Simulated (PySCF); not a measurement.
Constitutional and geometric isomers with formula CH6Si2. Isolated molecules, 0 K electronic values unless said otherwise. Strings in code marks are SMILES.

Method: ωB97X-D3(BJ)/def2-TZVP // B3LYP-D3(BJ)/def2-TZVP (PySCF). All candidates: neutral, multiplicity 1. Excitations are Tamm–Dancoff values on a coarser integration grid. The basis has no diffuse functions, so Rydberg states are missing or too high.

- brightest of the four lowest singlets (TDA) = 5.29 eV
- T1 excitation (TDA) = 2.89 eV
- HOMO = -9.07 eV

Question: Identify which member has these values.
(A) `[SiH2]=C[SiH3]`
(B) `C=[SiH][SiH3]`
(C) `C[SiH]=[SiH2]`
(D) `C1[SiH2][SiH2]1`

Answer: A, `[SiH2]=C[SiH3]`. The others give `C=[SiH][SiH3]`: 5.31 eV, 2.59 eV, -8.82 eV; `C1[SiH2][SiH2]1`: 6.16 eV, 4.67 eV, -8.98 eV; `C[SiH]=[SiH2]`: 4.24 eV, 1.74 eV, -7.81 eV
